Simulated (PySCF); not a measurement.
Si(CCH)3(Cl), SMILES C#C[Si](Cl)(C#C)C#C (C6H3ClSi) (CAM-B3LYP/def2-SVP optimised geometry):

```
11

C     -2.769    -2.360    -2.488
C     -2.351    -1.808    -1.495
Si    -1.723    -0.976     0.000
Cl    -2.386     0.976     0.000
C     -2.351    -1.808     1.495
C     -2.770    -2.359     2.488
C      0.100    -0.976     0.000
C      1.311    -0.974     0.000
H     -3.141    -2.851    -3.370
H     -3.141    -2.850     3.370
H      2.386    -0.974     0.000
```

Computed with CAM-B3LYP/def2-TZVP run with PySCF 2.14.0.

**Question.** What are the frontier orbital energies and the dipole moment?

**Answer.** HOMO-2 -9.79 eV, HOMO-1 -9.79 eV, HOMO -9.71 eV, LUMO -0.27 eV, LUMO+1 0.44 eV; dipole moment 1.89 D.

On the same geometry PBE/def2-TZVP (PySCF) gives HOMO-2 -7.22 eV, HOMO-1 -7.22 eV, HOMO -7.17 eV, LUMO -2.27 eV, LUMO+1 -1.65 eV; dipole moment 1.77 D.

Meta-Löwdin charges at CAM-B3LYP/def2-TZVP: C1 -0.12, C2 -0.31, Si3 1.03, Cl4 -0.28, C5 -0.31, C6 -0.12, C7 -0.31, C8 -0.12, H9 0.18, H10 0.18, H11 0.18.
